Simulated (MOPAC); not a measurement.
Input for MOPAC: PM7 on AlCo, 2S+1 = 3, a spin state set in the input, which need not be the lowest, a point of a bond scan (R = 2.591 Å).

```
PM7 1SCF PRECISE CHARGE=0 UHF MS=1 THREADS=1
AlCo

Co     0.00000000 1     0.00000000 1     0.00000000 1
Al     0.00000000 1     0.00000000 1     2.59108100 1
```

Program output:

```
*******************************************************************************
 **                                                                           **
 **                              MOPAC v23.2.5                                **
 **                                                                           **
 *******************************************************************************
 ** MOPAC's Digital Object Identifier: https://doi.org/10.5281/zenodo.6511958 **
 **                                                                           **
 ** Please cite the open-source release paper for use of this MOPAC version:  **
 ** J. E. Moussa and J. J. P. Stewart (2026)                                  **
 ** MOPAC: An open-source semiempirical molecular orbital program             **
 ** J. Open Source Softw., 11(119), 8025, https://doi.org/10.21105/joss.08025 **
 *******************************************************************************

                              PM7 CALCULATION RESULTS

 *******************************************************************************
 *  PM7        - The PM7 Hamiltonian to be used
 *  UHF        - UNRESTRICTED HARTREE-FOCK CALCULATION
 *
 *
 *
 *                 CHARGE ON SYSTEM = 0
 *
 *
 *
 *  MS=        - IN MECI, MAGNETIC COMPONENT OF SPIN =  1.0
 *  PRECISE    - TIGHTER CRITERIA TO BE USED
 *  1SCF       - DO 1 SCF AND THEN STOP
 *  THREADS=1  - MULTI-THREADING NOT USED
 *  T=         - A TIME OF 172800.0 SECONDS REQUESTED
 *  DUMP=N     - RESTART FILE WRITTEN EVERY 7200.0 SECONDS REQUESTED
 *******************************************************************************
PM7 1SCF PRECISE CHARGE=0 UHF MS=1 THREADS=1
 AlCo

   ATOM   CHEMICAL          X               Y               Z
  NUMBER   SYMBOL      (ANGSTROMS)     (ANGSTROMS)     (ANGSTROMS)

     1      Co          0.00000000  *   0.00000000  *   0.00000000  *
     2      Al          0.00000000  *   0.00000000  *   2.59108100  *



          CARTESIAN COORDINATES

    NO.       ATOM           X           Y           Z

     1        Co          0.0000      0.0000      0.0000
     2        Al          0.0000      0.0000      2.5911

 General Reference for PM7:
 "Optimization of Parameters for Semiempirical Methods VI: More Modifications to the
 NDDO Approximations and Re-optimization of Parameters", J. J. P. Stewart, J. Mol. Mod., 1:32, 19 (2013)
 https://link.springer.com/article/10.1007/s00894-012-1667-x

           Empirical Formula: Co Al  =     2 atoms



      MOLECULAR POINT GROUP   :   C*v


          UHF CALCULATION, NO. OF ALPHA ELECTRONS =    7
                           NO. OF BETA  ELECTRONS =    5

 -------------------------------------------------------------------------------
 PM7 1SCF PRECISE CHARGE=0 UHF MS=1 THREADS=1
 AlCo



     1SCF WAS SPECIFIED, SO BFGS WAS NOT USED
     SCF FIELD WAS ACHIEVED


                              PM7 CALCULATION
                                                       MOPAC v23.2.5 Linux




          FINAL HEAT OF FORMATION =        265.41269 KCAL/MOL =    1110.48671 KJ/MOL


          COSMO AREA              =        110.94 SQUARE ANGSTROMS
          COSMO VOLUME            =        101.70 CUBIC ANGSTROMS

          IONIZATION POTENTIAL    =         11.065798 EV
          ALPHA SOMO LUMO (EV)    =        -11.066 -1.988
          BETA  SOMO LUMO (EV)    =        -12.310 -2.956
          NO. OF ALPHA ELECTRONS  =          7
          NO. OF BETA  ELECTRONS  =          5
          MOLECULAR WEIGHT        =         85.9147         POINT GROUP:  C*v

          MOLECULAR DIMENSIONS (Angstroms)

            Atom       Atom       Distance
           Al     2   Co     1     2.59108
           Al     2   Co     1     0.00000
           Co     1   Al     2     0.00000


          SCF CALCULATIONS        =          1





   ATOM   CHEMICAL          X               Y               Z
  NUMBER   SYMBOL      (ANGSTROMS)     (ANGSTROMS)     (ANGSTROMS)

     1      Co          0.00000000  *   0.00000000  *   0.00000000  *
     2      Al          0.00000000  *   0.00000000  *   2.59108100  *

                             CARTESIAN COORDINATES

   1   Co        0.000000000     0.000000000     0.000000000
   2   Al        0.000000000     0.000000000     2.591081000


           Empirical Formula: Co Al  =     2 atoms



      MOLECULAR POINT GROUP   :   C*v


          ALPHA EIGENVALUES
 -15.05722 -12.76380 -12.01973 -12.01973 -11.80387 -11.06580 -11.06580  -1.98793
  -1.98793  -1.91089  20.52417  20.52417  20.68329  20.68329  20.73022  53.34900
  53.34900  54.03032


           BETA EIGENVALUES
 -13.89755 -13.89755 -13.79746 -12.31040 -12.31040  -2.95559  -1.99008  -1.99008
  -0.74181   0.35526  23.02076  23.02076  23.17774  23.90297  23.90297  53.03337
  53.03337  53.49981


              NET ATOMIC CHARGES AND DIPOLE CONTRIBUTIONS

  ATOM NO.   TYPE          CHARGE      No. of ELECS.   s-Pop       p-Pop       d-Pop
    1         Co           0.944627        8.0554     1.01533     0.01155     7.02850
    2         Al          -0.944627        3.9446     0.99280     2.89581     0.05601
 DIPOLE           X         Y         Z       TOTAL
 POINT-CHG.     0.000     0.000   -11.756    11.756
 HYBRID         0.000    -0.000     0.467     0.467
 SUM            0.000    -0.000   -11.290    11.290


          ATOMIC ORBITAL ELECTRON POPULATIONS

     Atom    s        px        py        pz      x^2-y^2     xz        z^2       yz        xy
    1 Co   1.01533   0.00186   0.00186   0.00783   1.99948   1.00400   1.02154   1.00400   1.99948
    2 Al   0.99280   0.98840   0.98840   0.91901   0.00052   0.00574   0.04350   0.00574   0.00052


                    (SZ)    =    1.000000
                    (S**2)  =    3.964885


          ATOMIC ORBITAL SPIN POPULATIONS

    Atom   Total    s     px     py     pz   x^2-y^2  xz     z^2    yz     xy
         Atomic
    1 Co -1.1756 -0.201  0.002  0.002  0.002 -0.000 -0.973  0.965 -0.973 -0.000
    2 Al  3.1756  0.910  0.975  0.975  0.327  0.000 -0.004 -0.003 -0.004  0.000

 **********************
 *                    *
 * JOB ENDED NORMALLY *
 *                    *
 **********************




 == MOPAC DONE ==
```

The run finished. Its determinant has ⟨S²⟩ = 3.96, a mixture of spin states.

Cost: around 0.04 core-seconds (rough).
